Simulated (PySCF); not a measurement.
## Electronic structure of Ti (titanium, neutral) at the UHF level

Configuration: [Ar] 3d2 4s2, high-spin 3F determinant. Computed with PySCF 2.14 in jorge-DZP-DKH (8s6p2d1f, 43 functions), with scalar relativity by spin-free X2C-1e.

- Total energy: -852.716542 hartree
- One-electron energy: -1168.5682 hartree
- Hartree (Coulomb) energy: 357.2412 hartree
- Exchange energy: -41.3896 hartree
- ⟨S²⟩: 2.0076
- ⟨L²⟩: 12.027
- Sum of ⟨r⟩: 21.49 bohr
- Sum of ⟨r²⟩: 49.14 bohr²
- Langevin diamagnetic susceptibility: -38.9 ×10⁻⁶ cm³/mol
- Time after the integrals: 0.26 s of wall time on 1 thread of Neoverse-N1 (shared host)

```json
{"shell": "1s β", "electrons": "1", "mean orbital energy (eV)": "-5017.7", "rms radius, mean of both spins (bohr)": "0.0804"}
{"shell": "1s α", "electrons": "1", "mean orbital energy (eV)": "-5017.7", "rms radius, mean of both spins (bohr)": "0.0804"}
{"shell": "2s α", "electrons": "1", "mean orbital energy (eV)": "-589.41", "rms radius, mean of both spins (bohr)": "0.351"}
{"shell": "2s β", "electrons": "1", "mean orbital energy (eV)": "-588.54", "rms radius, mean of both spins (bohr)": "0.351"}
{"shell": "2p α", "electrons": "3", "mean orbital energy (eV)": "-485.22", "rms radius, mean of both spins (bohr)": "0.320"}
{"shell": "2p β", "electrons": "3", "mean orbital energy (eV)": "-484.37", "rms radius, mean of both spins (bohr)": "0.320"}
{"shell": "3s α", "electrons": "1", "mean orbital energy (eV)": "-80.688", "rms radius, mean of both spins (bohr)": "1.08"}
{"shell": "3s β", "electrons": "1", "mean orbital energy (eV)": "-77.233", "rms radius, mean of both spins (bohr)": "1.08"}
{"shell": "3p α", "electrons": "3", "mean orbital energy (eV)": "-50.992", "rms radius, mean of both spins (bohr)": "1.18"}
{"shell": "3p β", "electrons": "3", "mean orbital energy (eV)": "-46.734", "rms radius, mean of both spins (bohr)": "1.18"}
{"shell": "3d α", "electrons": "2", "mean orbital energy (eV)": "-11.813", "rms radius, mean of both spins (bohr)": "1.65"}
{"shell": "4s α", "electrons": "1", "mean orbital energy (eV)": "-6.318", "rms radius, mean of both spins (bohr)": "4.00"}
{"shell": "4s β", "electrons": "1", "mean orbital energy (eV)": "-5.698", "rms radius, mean of both spins (bohr)": "4.00"}
```

Densities and radii are taken from the X2C orbitals without a picture-change correction, which distorts them close to the nucleus.
